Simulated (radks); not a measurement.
Values are calculated unless marked as measured or tabulated.
Neutral ruthenium inside a hard spherical wall (all orbitals vanish at R), configuration held at [Kr] 4d7 5s1 and not refilled when levels cross. Code: a radial shooting solver on a logarithmic mesh with Libxc functionals. Model: scalar-relativistic Kohn-Sham, LDA (Slater exchange, VWN5 correlation), spin-unpolarised, spherical densities, finite nucleus; Fermi nuclear charge, rms radius 4.4809 fm. Eigenvalues in eV, with the zero of energy where the potential of the charges vanishes at infinity; a dash marks a level that is unbound or too diffuse for the functional's potential to be trusted. A positive occupied level is held by the wall or, in an anion where self-interaction has pushed it up, behind a barrier. The pressure on the wall is -dE/dV.

| R (bohr) | E (hartree) | kinetic (hartree) | e(4s) | e(4p) | e(4d) | e(5s) | e(5p, empty) | e(6s, empty) | pressure (GPa) |
|---|---|---|---|---|---|---|---|---|---|
| free | -4526.22163 | 4679.022 | -76.441 | -46.532 | -5.403 | -4.509 | -1.030 | -0.011 | 0 |
| 20 | -4526.22163 | 4679.022 | -76.441 | -46.532 | -5.403 | -4.509 | -1.030 | 0.155 | < 0.0001 |
| 12 | -4526.22159 | 4679.023 | -76.437 | -46.528 | -5.398 | -4.505 | -0.980 | 1.059 | 0.000687 |
| 7 | -4526.21111 | 4679.095 | -75.992 | -46.086 | -4.987 | -4.022 | 0.222 | 7.629 | 0.569 |
| 6 | -4526.18854 | 4679.220 | -75.375 | -45.480 | -4.430 | -3.287 | 1.527 | 12.923 | 2.51 |
| 5 | -4526.11212 | 4679.588 | -73.892 | -44.035 | -3.097 | -1.351 | 4.523 | 23.577 | 12.7 |
| 4 | -4525.82129 | 4680.809 | -70.189 | -40.477 | 0.322 | 4.319 | 12.387 | 47.906 | 80.3 |
| 3 | -4524.43983 | 4686.073 | -60.308 | -31.022 | 10.500 | 24.692 | 38.029 | 115.29 | 767 |
| 2.5 | -4521.87880 | 4695.572 | -48.980 | -19.756 | 23.809 | 55.075 | 73.490 | 197.68 | 3130 |
